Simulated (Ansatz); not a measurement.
BFH$_{4}$OSSn (`OB(F)[S][SnH3]`), one more setting.

```yaml
crystal:
  periodic: [false, false, false]
  atoms:
    - {symbol: O, position_ang: [1.821614, 0.364805, 0.497306]}
    - {symbol: B, position_ang: [1.598456, -0.484179, -0.453335]}
    - {symbol: F, position_ang: [2.623529, -1.014194, -0.993112]}
    - {symbol: S, position_ang: [0.066354, -1.021686, -1.117955]}
    - {symbol: Sn, position_ang: [-1.520787, 0.143127, 0.084817]}
    - {symbol: H, position_ang: [1.066930, 0.736623, 0.877366]}
    - {symbol: H, position_ang: [-2.368990, 1.081637, -0.946975]}
    - {symbol: H, position_ang: [-2.477087, -0.931731, 0.855881]}
    - {symbol: H, position_ang: [-0.725059, 1.081149, 1.179496]}
basis:
  gaussian: {orbitals: def2-SVPD, final_grid: {core_spheres: 5, valence_spheres: 4, degree: 11}}
magnetization: {spin_polarized: true, initial_magnetization: 0}
hamiltonian: {xc: {name: wB97}, pseudopotentials: {relativity: none}}
output: {forces: true}
```

```sh
$ ansatz run in.yaml --threads 4 --pin off --events-out ev --progress --plain --max-ram 10444MiB
```

Output, abridged:

```
Functional definition: wB97
1408 factors; their error is unknown
684 factors; integrals over basis functions are off by at most 3.1e-5 eV
mean field evaluation 1: about -22163.7953 eV, gradient 3.6e1 eV
mean field evaluation 2: about -22164.6665 eV, gradient 3.5e1 eV
mean field evaluation 4: about -22168.4748 eV, gradient 1.1e0 eV
mean field evaluation 8: about -22168.3635 eV, gradient 6.5e-2 eV
mean field evaluation 16: about -22168.3317 eV, gradient 6.4e-5 eV
mean field -22168.33169719 eV, -814.6711636367 hartree, gradient 6.4e-5 eV, S^2 0.000000; 0 other end points of the search recorded, 0 dependent functions left out
reference -22168.33167980 eV, -814.6711629977 hartree; 32, 32 occupied and 125, 125 virtual orbitals, 1408 factors
Total energy: -22168.33167980 eV, -814.6711629977 hartree
Atom 0 at     1.821614     0.364805     0.497306 Å, force     2.214768     1.317173     1.545844 eV/Å
Atom 1 at     1.598456    -0.484179    -0.453335 Å, force    -1.433240    -0.229848    -0.317057 eV/Å
Atom 2 at     2.623529    -1.014194    -0.993112 Å, force     3.219776    -1.696680    -1.731551 eV/Å
Atom 3 at     0.066354    -1.021686    -1.117955 Å, force    -0.732938    -1.377904    -1.545496 eV/Å
Atom 4 at    -1.520787     0.143127     0.084817 Å, force    -0.641724     0.251287     0.236054 eV/Å
Atom 5 at     1.066930     0.736623     0.877366 Å, force    -1.828369     1.158626     1.210788 eV/Å
Atom 6 at    -2.368990     1.081637    -0.946975 Å, force    -0.607986     0.695253    -0.694791 eV/Å
Atom 7 at    -2.477087    -0.931731     0.855881 Å, force    -0.683756    -0.729347     0.579797 eV/Å
Atom 8 at    -0.725059     1.081149     1.179496 Å, force     0.493470     0.611439     0.716412 eV/Å
Dipole moment:    -0.643375     0.313171     0.315242 e Å
```

Hardware: 4 threads of an Arm Neoverse V2 on a shared host. Wall time 2.8 s, peak host memory 0.45 GiB.
